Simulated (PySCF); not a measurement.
## A series of derivatives of Oxazole

Parent skeleton `[cH:1]1[cH:2][o:3][cH:4][n:5]1`; one hydrogen on atom 1 is replaced by X. Hydrogens on one atom are averaged.

[PySCF 2.14.0 with density-fitted response routines: coordinates at the GFN2-xTB level; GIAO PBE0/pcSseg-1 shieldings; isolated molecule; non-relativistic Hamiltonian; one computed conformer]

References, each an isolated molecule treated in the same way: TMS for $^{13}$C and $^{1}$H; $^{17}$O vs H2O; NH3 for $^{15}$N.

Parent (X = H): C1 135.2, C2 144.1, O3 323.5, C4 155.6, N5 300.4, H(C2) 7.79, H(C4) 7.83 ppm. Effects are Δδ = δ(X) − δ(H), positive for deshielding.

Problem. Give Δδ (ppm) for X = CH=NH, 2-furyl, iPr.

Solution. 
| X | SMILES | C1 | C2 | O3 | C4 | N5 | H(C2) | H(C4) |
| --- | --- | --- | --- | --- | --- | --- | --- | --- |
| CH=NH | [H]/N=C/c1cocn1 | +13.7 | +1.7 | +1.9 | -1.0 | +3.6 | +0.81 | -0.10 |
| 2-furyl | c1coc(-c2cocn2)c1 | +6.2 | -5.9 | -4.1 | -0.3 | -7.7 | +0.27 | -0.11 |
| iPr | CC(C)c1cocn1 | +20.2 | -5.7 | -4.5 | +0.3 | -2.7 | -0.24 | -0.12 |

Problem. Which position responds most, and to which substituents?

Solution. C1: from +6.2 ppm with 2-furyl to +20.2 ppm with iPr.

Unscaled 17O shifts of doubly bonded oxygen tend to come out too high, by tens of ppm or more. Experimental scales use liquid or dissolved standards, which lie at an offset from isolated H2O (liquid H2O: subtract about 36 ppm) and NH3 (liquid NH3: subtract about 20 ppm). Unscaled 15N shifts of sp2 nitrogen come out 20 to 40 ppm too high even then.
